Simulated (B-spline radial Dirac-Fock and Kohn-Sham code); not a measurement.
**Binding energies of As²⁴⁺ at several levels of theory**

System: As²⁴⁺ in the configuration [He] 2s2 2p5.

The density-functional columns are spherical, spin-unpolarised Dirac-Kohn-Sham results without Breit or QED terms: −ε is minus the orbital energy of the initial state and ΔSCF the difference of two total energies. The reference in the last column comes from multi-electron Dirac-Fock with separately optimised hole states, Breit and Lamb-shift corrections added in first order. All numbers are from a radial finite-basis atomic code, in eV; a selection of levels is shown. For the 1s level of heavy atoms much of the gap between ΔSCF and the reference is the Breit and QED part, -24.4 eV here; for other levels the error of the functional can be larger.

| level | LDA −ε | LDA ΔSCF | Dirac-Fock |
| --- | --- | --- | --- |
| 1s | 12923.1 | 13160.4 | 13134.1 |
| 2s | 2596.1 | 2654.1 | 2670.1 |
| 2p | 2436.3 | 2503.3 | 2499.6 |

Values without a named source are computed, but for edge energies of neutral atoms, which are taken from tables.
